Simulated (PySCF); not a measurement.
This PySCF input asks for the NMR shieldings of `CP1(=N[SiH3])CCSCC1`, C$_{5}$H$_{14}$NPSSi; the geometry comes from GFN2-xTB.

```python
import basis_set_exchange as bse
import numpy as np
from pyscf import gto, dft
from pyscf.prop import nmr

atoms = """
C     1.025615   -1.906456   -1.041388
P     0.295728   -0.349957   -0.389185
N     1.193441    0.923271   -0.307065
Si    2.559738    1.231838    0.687609
C    -0.550934   -0.881733    1.168132
C    -1.348740    0.305304    1.675182
S    -2.778212    0.647705    0.603306
C    -1.901273    1.170734   -0.902347
C    -1.105133    0.029614   -1.508727
H     1.779489   -2.257354   -0.337569
H     0.272103   -2.677311   -1.188500
H     1.512054   -1.675438   -1.988442
H     3.633821    0.244138    0.507258
H     2.981406    2.565465    0.272599
H     2.226275    1.224963    2.123139
H    -1.200365   -1.742394    0.994363
H     0.221474   -1.157604    1.893317
H    -0.724620    1.202083    1.698224
H    -1.765411    0.124833    2.666494
H    -2.678862    1.527028   -1.578342
H    -1.235542    1.994923   -0.640190
H    -0.682963    0.336088   -2.470774
H    -1.733841   -0.852758   -1.654077
"""
names = dict.fromkeys(["C", "P", "N", "Si", "S", "H"], "pcSseg-1")
basis = {el: gto.basis.parse(bse.get_basis(n, elements=[el], fmt="nwchem")) for el, n in names.items()}
mol = gto.M(atom=atoms, basis=basis, charge=0, verbose=0)
mf = dft.RKS(mol, xc="PBE0")
mf.grids.level = 2
mf.grids.alignment = dft.numint.BLKSIZE   # the property module wants whole blocks of grid points
mf.conv_tol = 1e-9
mf.kernel()

calc = nmr.RKS(mf)   # GIAO
C = mf.mo_coeff
Co = C[:, mf.mo_occ > 0]
resp = mf.gen_response(singlet=True, hermi=2)
def vind(x):   # induced exchange potential for any number of trial vectors
    d = np.einsum("pi,xij,qj->xpq", C, 2 * x.reshape(-1, C.shape[1], Co.shape[1]), Co, optimize=True)
    return np.einsum("xpq,pi,qj->xij", resp(d - d.transpose(0, 2, 1)), C, Co, optimize=True).ravel()
mo1, _ = nmr.rhf.solve_mo1(calc, with_cphf=vind)
sigma = calc.kernel(mo1)
for i, s in enumerate(sigma):   # ppm
    print("%2d %-2s %9.2f" % (i, mol.atom_pure_symbol(i), np.trace(s) / 3))
```

Question: What does it print?

Answer: 
```
 0 C     166.54
 1 P     333.12
 2 N     234.30
 3 Si    420.18
 4 C     151.01
 5 C     156.40
 6 S     477.20
 7 C     156.11
 8 C     148.58
 9 H      30.11
10 H      30.70
11 H      30.36
12 H      26.85
13 H      26.78
14 H      26.76
15 H      30.04
16 H      29.59
17 H      28.14
18 H      29.20
19 H      29.22
20 H      27.86
21 H      29.70
22 H      30.19
```

These numbers come from an equivalent density-fitted implementation of the same equations, which agrees with the script to about 0.01 ppm for H and up to a few tenths of a ppm for heavy atoms, so last digits may differ.

Question: Turn these shieldings into chemical shifts. Shifts are taken against calculated references (same method and geometry level): TMS for 13C (σref 186.93), 29Si (σref 349.16), 1H (σref 31.72); H3PO4 for 31P (σref 318.38); 15N (σref 267.73) against NH3; 33S (σref 503.73) against CS2.

Answer: Averaging equivalent atoms: C 4/8: 37.1; C 5/7: 30.7; C 0: 20.4; P 1: -14.7; N 2: 33.4; Si 3: -71.0; S 6: 27; H 12/13/14: 4.92; H 17/20: 3.71; H 18/19: 2.50; H 16/21: 2.07; H 15/22: 1.60; H 9/10/11: 1.33 ppm. Experimental scales use liquid or dissolved standards, which lie at an offset from isolated NH3 (liquid NH3: subtract about 20 ppm) and H3PO4.

Size and cost of the density-fitted run: 244 basis functions, about 2.8 core-minutes.
